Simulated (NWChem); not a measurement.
Molecule: CH₆BeGe; SMILES [CH3][Be][GeH3]

```xyz
9

Be     0.0000     0.0000     1.2714
C      0.0000     0.0000     2.9475
H     -0.1876    -1.0062     3.3644
H     -0.7776     0.6656     3.3644
H      0.9652     0.3406     3.3644
Ge     0.0000     0.0000    -0.9345
H     -0.1117     1.4196    -1.5376
H      1.2852    -0.6130    -1.5376
H     -1.1735    -0.8065    -1.5376
```
Atoms are numbered in this order, from 1.

The geometry was optimised at PBE0/def2-SVP.

Question: Give the principal values of the shielding tensors (ppm) of Be1, C2, Ge6 from KT2/pcSseg-1, GIAO (NWChem), with their diamagnetic and paramagnetic parts as GIAO splits them.

Answer: 
```tsv
atom	σ11	σ22	σ33	isotropic	diamagnetic	paramagnetic
Be1	24.7	24.7	157.8	69.0	140.9	-71.8
C2	178.1	178.1	203.1	186.4	254.0	-67.6
Ge6	1746.2	1807.8	1807.8	1787.3	2764.3	-977.0
```
